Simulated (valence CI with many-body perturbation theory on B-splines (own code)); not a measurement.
Questions on Se²⁰⁺

Computed by valence CI with perturbative core correlation (CI+MBPT): four valence electrons over a frozen Dirac-Fock core [Ne], a basis of 11 s, 11 p, 9 d, 7 f, 5 g, 2 h, 1 i functions for each j, with the one-electron correlation potential Σ1 (screened to all orders), the two-electron term Σ2, the three-electron term Σ3, Breit, model QED; selected single and double excitations, second order for the rest (own B-spline code, finite nucleus).

No measured levels were compared; by estimate levels of excited configurations hold to 0.05 to 0.15 % of their energy, terms of the ground configuration to about 0.5 %.

Names give the largest LS component (configuration and term), which can be under half, so a name can repeat, a term be missing and a line seem to break the LS rules; names also repeat where a configuration has a term twice.

Rates and lifetimes use the calculated energies. Strong lines usually hold to 10 to 20 %, long lifetimes can be off by a factor of two.

What is the ground level?

3s2.3p2 3P_0, composition 86 % 3s2.3p2 3P + 12 % 3s2.3p2 1S.

What are the static dipole polarisabilities of the lowest levels?

3s2.3p2 3P_0 0.0976; 3s2.3p2 3P_1 0.100 (tensor 0.0045); 3s2.3p2 3P_2 0.100 (tensor 0.00032); 3s2.3p2 1D_2 0.102 (tensor 0.0091) bohr³, of which the core gives 0.00157.

Name the longest-lived excited levels whose lifetime is computed, and their main decay.

3s2.3p2 3P_2 at 8.90 eV lives 9.41 ms, mostly by M1 to 3s2.3p2 3P_1; 3s2.3p2 3P_1 at 6.07 eV lives 538 μs, mostly by M1 to 3s2.3p2 3P_0; 3s2.3p2 1D_2 at 17.68 eV lives 140 μs, mostly by M1 to 3s2.3p2 3P_1. The lifetime of 3s2.3p.3d 3F°_4 is too uncertain to give, and may be longer.

How well does LS coupling describe the low levels?

Among the lowest 20 levels the leading LS term, summed over configurations, holds 79 % on average. For single configurations the figures are 72 % in LS and 71 % in jj coupling. Terms mix most in the J = 2 level at 73.73 eV, where the leading one holds 46 %.

Where does the other parity begin?

At 3s.3p3 5S°_2, 50.27 eV.
